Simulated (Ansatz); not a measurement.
This geometry of a periodic cell of 17 atoms, MgRh₁₆ (surface Rh(110), adsorbate Mg) is a first-order saddle point. Atoms 1 to 4 are held.

The calculation used Ansatz 0.2.0, DFT PBE-D3(BJ), scalar-relativistic, plane waves, PAW. Settings: cutoff 420 eV, k mesh 2x3x1, fermi-dirac smearing 0.05 eV, no spin polarisation.

```xyz
17
Lattice="7.6000 0.0000 0.0000 0.0000 5.3740 0.0000 0.0000 0.0000 17.0305" Properties=species:S:1:pos:R:3
Rh 1.900 1.344 1.000
Rh 5.700 1.344 1.000
Rh 1.900 4.031 1.000
Rh 5.700 4.031 1.000
Rh -0.025 0.000 2.172
Rh 3.825 0.000 2.172
Rh -0.032 2.687 2.208
Rh 3.832 2.687 2.208
Rh 1.900 1.386 3.582
Rh 5.700 1.346 3.694
Rh 1.900 3.988 3.581
Rh 5.700 4.029 3.694
Rh 0.146 0.000 4.818
Rh 3.654 0.000 4.818
Rh 0.038 2.687 4.880
Rh 3.762 2.687 4.880
Mg 5.700 5.376 6.267
```

Which two structures does it join? (They come from a converged band through this point; their orientation in space is the band's.)

The atom that moves furthest is Mg17, by 2.69 Å; four of its nearest neighbours are Rh12 2.66, Rh16 2.72, Rh15 2.72, Rh14 2.73 Å at the first end and Rh10 2.66, Rh14 2.72, Rh13 2.72, Rh16 2.73 Å at the last.

Initial state:

```xyz
17
Lattice="7.6000 0.0000 0.0000 0.0000 5.3740 0.0000 0.0000 0.0000 17.0305" Properties=species:S:1:pos:R:3
Rh 1.900 1.344 1.000
Rh 5.700 1.344 1.000
Rh 1.900 4.031 1.000
Rh 5.700 4.031 1.000
Rh 0.002 0.007 2.190
Rh 3.798 0.007 2.191
Rh 0.001 2.681 2.191
Rh 3.798 2.681 2.188
Rh 1.899 1.342 3.590
Rh 5.699 1.343 3.684
Rh 1.899 4.031 3.680
Rh 5.699 4.031 3.567
Rh 0.019 0.015 4.859
Rh 3.778 0.015 4.859
Rh 0.022 2.671 4.859
Rh 3.776 2.671 4.857
Mg 5.698 4.019 6.230
```

Final state:

Only the atoms that move by more than 0.05 Å are listed.
```
Rh9 1.899 1.344 3.680
Rh10 5.699 1.344 3.567
Rh11 1.899 4.029 3.590
Rh12 5.699 4.030 3.684
Mg17 5.698 6.706 6.230
```

How far does it lie above each of them?

0.256 eV above the first and 0.256 eV above the second. This is the barrier of this one path; another mechanism may lie lower. Limits of this set-up: coarse k mesh, thin slab, slab without dipole correction, a typed lattice constant that wasn't relaxed here.

Run time: 9.9 min on 4 threads of AMD EPYC 7B13 (Zen 3) (shared host), peak memory 4.6 GiB.
